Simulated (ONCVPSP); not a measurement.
## F: ONCV pseudisation with PBE, scalar-relativistic reference atom.

fluorine (F), optimised norm-conserving Vanderbilt (ONCV), made with ONCVPSP 4.0.1 (PBE, scalar-relativistic). Core [He], reference 2s2 2p5. Waves: 2s: rc 0.75 bohr, ncon 4, nbas 8, qcut 8.5 1/bohr, 2 projectors, debl 1.4 Ha; 2p: rc 1.05 bohr, ncon 4, nbas 8, qcut 10.2 1/bohr, 2 projectors, debl 3.1 Ha. Local part: polynomial inside 0.70 bohr (lpopt 4, dvloc0 4 Ha). Core correction: none.

Poles of the logarithmic derivatives, all-electron (AE) and pseudo (PS). s: poles at no energy (AE) and no energy (PS) Ha. p: poles at 1.7 (AE) and 1.7 (PS) Ha. Test radii: s 0.76, p 1.06 bohr.

* Cutoffs needed: 142 Ha and 294 Ha (the cutoffs (Ha) at which the residual kinetic energy of the hardest occupied pseudo-wave falls to 1 and 0.1 mHa per electron)
* Ghost test: no bound ghost flagged; GHOST(+) flags only above 600 eV
* Largest excitation error: +1080 meV (all-electron minus pseudo) for 2s2 2p1, out of 4 test configurations
